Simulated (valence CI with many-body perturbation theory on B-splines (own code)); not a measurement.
Which ion has this spectrum?

A relativistic CI+MBPT calculation for an atom or ion with 40 electrons gives these levels (cm⁻¹):

| J | Parity | E | g |
| --- | --- | --- | --- |
| 0 | even | 0 |  |
| 1 | even | 190560 | 1.50 |
| 4 | even | 235456 | 1.07 |
| 2 | even | 241606 | 1.21 |
| 3 | even | 253394 | 1.13 |
| 0 | even | 412685 |  |
| 2 | even | 415321 | 1.27 |
| 4 | even | 424802 | 1.15 |
| 3 | even | 429063 | 1.18 |
| 5 | even | 445855 | 1.08 |
| 6 | even | 458641 | 1.07 |
| 1 | even | 458977 | 1.08 |
| 3 | even | 471864 | 1.07 |
| 4 | even | 475045 | 1.03 |

The energies are calculated, and their last digits are not significant.

(1) Which is it?
A. Au39+
B. Hg40+
C. Tl41+
D. Ir37+

## Answers

(1) B. Hg40+, ground level (4d3/2^4) J=0.
